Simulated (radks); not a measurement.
Task: These are the eigenvalues of the occupied orbitals of an atom or ion with whole-number occupations (eV). Method: scalar-relativistic Kohn-Sham, PBE, spin-unpolarised, spherical densities, finite nucleus; Fermi nuclear charge, rms radius of each element as measured or else 0.836 A^(1/3) + 0.57 fm; computed with a radial shooting solver on a logarithmic mesh with Libxc functionals.

orbital  eigenvalue
1s        -106.2131
2s          -5.6097

Which element is it, and in what charge state? The configuration may be excited.

Result: Z = 4, beryllium, charge 0: Be in [He] 2s2. The 1s level, -3.9033 hartree, gives Z - s = 2.8 by -(Z - s)^2/2, which with screening and relativity narrows Z to a few neighbours, and the depths must fix Z and the occupations together.
